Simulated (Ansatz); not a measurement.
Start from `BNCOC` and change one atom or group to get `CO[CH2][SbH2]`.

Ansatz, PBE0-D4/def2-TZVP geometries, multiplicity 1. Each molecule was computed in one conformer, which needn't be the lowest.

Elements past krypton have def2 core potentials.  Spin–orbit coupling is left out; it splits and shifts lone-pair levels of the heavy atoms by tenths of an eV.

| property | `BNCOC` |
| --- | --- |
| HOMO–LUMO gap (PBE/def2-TZVPP) / eV | 5.21 |
| LUMO energy (ωB97M-V/def2-TZVPP) / eV | 1.88 |
| HOMO–LUMO gap (PBE0/def2-TZVPP) / eV | 7.74 |
| LUMO energy (PBE/def2-TZVPP) / eV | -0.90 |
| size of the dipole moment (ωB97M-V/def2-TZVPP) / D | 2.28 |
| HOMO energy (PBE0/def2-TZVPP) / eV | -7.67 |

Give the same properties after the change, and the shifts. (Best estimate.)

Ansatz gave: 
| property | `CO[CH2][SbH2]` | shift |
| --- | --- | --- |
| HOMO–LUMO gap (PBE/def2-TZVPP) / eV | 4.99 | -0.22 |
| LUMO energy (ωB97M-V/def2-TZVPP) / eV | 1.34 | -0.54 |
| HOMO–LUMO gap (PBE0/def2-TZVPP) / eV | 6.82 | -0.92 |
| LUMO energy (PBE/def2-TZVPP) / eV | -1.02 | -0.12 |
| size of the dipole moment (ωB97M-V/def2-TZVPP) / D | 1.41 | -0.87 |
| HOMO energy (PBE0/def2-TZVPP) / eV | -7.07 | 0.60 |

With PBE0 the HOMO rises by 0.60 eV and the LUMO falls by 0.33 eV, so the gap narrows by about 0.93 eV. PBE moves the HOMO by 0.10 eV and ωB97M-V by 0.90 eV. Dipoles are sizes alone; their direction can turn.
